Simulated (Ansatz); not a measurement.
Molecule: ReO3 (charge +1, singlet). 
Geometry from a B3LYP-D3(BJ)/def2-TZVP (Ansatz, a program for electronic structure) optimisation:
```
Re
O 1 1.6845
O 1 1.6845 2 105.89
O 1 1.6845 2 105.89 3 -112.16
```
Charge +1, spin multiplicity 1.

Basis-set convergence of Hartree-Fock and CCSD correlation energies (hartree) with Ansatz. Cores are frozen in the correlated levels unless marked. No spin-orbit coupling. Frozen are the shells of the preceding noble gas and the d and f shells that filled before the atom's block. Past Kr the def2 sets carry scalar-relativistic core potentials.

The Hartree-Fock reference is unstable (checked in the largest basis), which strains HF and MP2. The T1 diagnostic of CCSD in the largest basis is 0.035, which is high, so the coupled-cluster rows are less sure than usual.

```csv
basis,functions,E(HF),"E(corr, CCSD)"
def2-SVP,74,-301.46270,-0.84142
def2-TZVPP,149,(withheld),(withheld)
```

Question: Complete the blanks.

Answer: 
- def2-TZVPP, E(HF): -301.79636
- def2-TZVPP, E(corr, CCSD): -0.99778
